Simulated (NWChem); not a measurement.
CH₇FSi₂; SMILES C[Si@@H](F)[SiH3]

All runs: NWChem. Geometry: optimised at PBE0/def2-SVP. Hybrids' shares of exact exchange are those that their runs print; pure functionals count as 0. The functionals differ in more than this share.

```
row              share of exact exchange  orbital gap (eV)
---------------  -----------------------  ----------------
PBE/def2-SVP                        0.00              6.02
TPSSh/def2-SVP                      0.10          withheld
B3LYP/def2-SVP                      0.20              7.77
PW6B95/def2-SVP                     0.28              8.21
```

Fit a straight line of the last column on the one before it, predict the withheld value, and compare with the run.


1. Means of the 3 shown rows: x = 0.160, y = 7.333. Slope Σ(x − x̄)(y − ȳ)/Σ(x − x̄)² = 0.3328/0.04160 = 8.000; intercept 6.053.
2. The shown rows scatter about the line by 0.085 (root mean square); the largest residual is +0.12, at B3LYP/def2-SVP.
3. At x = 0.10 (TPSSh/def2-SVP; inside the shown range) the line gives 6.85.
4. The run gives 7.19, +0.34 from the line, 4.0 times the scatter.
